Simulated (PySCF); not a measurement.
# Computed spin Hamiltonian

Compound: C₄H₆F₂O₂S (charge -1 and doublet state).
Z-matrix (Å and degrees, GFN2-xTB geometry), rows numbered from 1:
```
C 
C   1  1.3762
O   2  1.4553  1  116.55
C   3  1.3081  2  116.23  1   -51.43
F   4  1.3868  3  113.01  2   113.46
F   4  1.3768  3  111.33  2  -132.58
S   2  1.9000  1  119.69  3  -129.89
C   7  1.8735  2   90.40  1  -145.38
O   7  1.4898  2  104.66  1   -38.83
H   1  1.0814  2  123.48  3    -3.78
H   1  1.0735  2  118.59  3   176.47
H   4  1.1043  3  115.85  2    -9.61
H   8  1.0840  7  107.88  2    58.17
H   8  1.0868  7  109.33  2   179.15
H   8  1.0836  7  106.65  2   -60.85
```

The hyperfine couplings belong to this conformer and change with its torsions.

As a line formula: `[CH2-][C](OC(F)F)[S@@](C)=O` [radical] (charge -1).

Computed with UKS B3LYP, pcH-1 on C F H O S, non-relativistic, mean-field spin-orbit, GIAO (PySCF 2.14.0). Whether the extra electron is bound in the gas phase wasn't checked; a finite basis holds it in any case. Couplings are sensitive to structure, and on GFN2-xTB geometries they can be far from those on DFT ones, by a factor of two or more for some ions and for spin on atoms past the first row. No stability test was run, so a lower SCF solution isn't excluded.

```
g1, g2, g3                      : 2.00061, 2.00269, 2.00436
g_iso                           : 2.00255
Form of g                       : rhombic: the two nearest values differ by 44 % of g3 − g1
⟨S²⟩                            : 0.7566 (exact 0.7500)
α and β electrons               : 41, 40
HOMO–LUMO gap, α and β orbitals : 3.42, 5.38 eV
Total energy                    : -904.29698 Eh
```

Isotropic coupling and dipolar principal values T1 to T3, in 10⁻⁴ cm⁻¹; ρ(0) is the spin density at the nucleus (1 × 10⁻⁴ cm⁻¹ = 2.998 MHz):

| atom | isotope | a_iso | of which spin–orbit | T1 | T2 | T3 | Mulliken spin population | ρ(0) (bohr⁻³) |
| --- | --- | --- | --- | --- | --- | --- | --- | --- |
| C1 | 13C | 19.5 | 0.0 | -12.0 | -11.4 | 23.5 | 0.48 | 0.0522 |
| C2 | 13C | 98.5 | 0.0 | -12.0 | -7.8 | 19.8 | 0.31 | 0.2628 |
| O3 | 17O | -9.3 | 0.0 | -0.8 | 0.3 | 0.5 | 0.00 | 0.0459 |
| C4 | 13C | 2.9 | 0.0 | -0.9 | -0.5 | 1.3 | 0.01 | 0.0079 |
| F5 | 19F | 2.2 | 0.0 | -1.2 | -0.8 | 2.1 | 0.00 | 0.0016 |
| F6 | 19F | -1.6 | 0.0 | -1.0 | -0.4 | 1.4 | 0.00 | -0.0012 |
| S7 | 33S | 7.3 | -0.2 | -7.8 | -6.6 | 14.4 | 0.17 | 0.0660 |
| C8 | 13C | 18.0 | 0.0 | -0.4 | -0.1 | 0.6 | 0.00 | 0.0480 |
| O9 | 17O | -3.7 | 0.0 | -4.8 | 2.1 | 2.7 | 0.03 | 0.0179 |
| H10 | 1H | -4.6 | 0.0 | -6.2 | 0.4 | 5.8 | -0.01 | -0.0031 |
| H11 | 1H | -7.3 | 0.0 | -5.5 | -1.0 | 6.5 | -0.02 | -0.0049 |
| H12 | 1H | -0.4 | 0.0 | -0.9 | -0.4 | 1.3 | 0.00 | -0.0003 |
| H13 | 1H | -0.5 | 0.0 | -1.4 | -0.2 | 1.6 | 0.02 | -0.0003 |
| H14 | 1H | -0.9 | 0.0 | -0.9 | -0.3 | 1.2 | 0.01 | -0.0006 |
| H15 | 1H | -0.4 | 0.0 | -1.1 | -0.4 | 1.5 | 0.00 | -0.0003 |

Largest spin populations (Mulliken): C1 (+0.48), C2 (+0.31) and S7 (+0.17). Three atoms exceed +0.15.

The SMILES `[CH2-][C](OC(F)F)[S@@](C)=O` draws the unpaired electron on C2, whose computed spin population is only +0.31.

Axes: g2 points within 6° of the C2–S7 bond and g3 points within 10° of the S7–C8 bond.

Under fast tumbling the dipolar parts average out, and these isotropic splittings remain: 1 × 1H (H11, I = 1/2, 2 lines) with 0.78 mT, 1 × 1H (H10, I = 1/2, 2 lines) with 0.49 mT, 1 × 19F (F5, I = 1/2, 2 lines) with 0.23 mT, 1 × 19F (F6, I = 1/2, 2 lines) with 0.17 mT, 3 × 1H (H13/H14/H15, I = 1/2, 4 lines) with 0.06 mT and 1 × 1H (H12, I = 1/2, 2 lines) with 0.04 mT.

Nuclei that the bonding pattern makes equivalent are averaged, as if the motion that swaps them (rotation, inversion, ring flip) were fast. H10 and H11 aren't averaged: C1 is flat or nearly so (angle sum 360°), and its turn about the short C1–C2 bond (1.38 Å) is taken as slow.

The 17O coupling of O3 (-27.8 MHz) shows only in satellite lines or after enrichment, since that isotope makes up about 0.038 % of natural oxygen.

The 33S coupling of S7 (22.0 MHz) shows only in satellite lines or after enrichment, since that isotope makes up about 0.76 % of natural sulfur.

Time: 2.1 min (with the writing of density and orbital grids); peak memory 0.98 GiB. Hardware: Arm Neoverse V2, one thread, shared host with 96 logical CPUs at a one-minute load of 64.
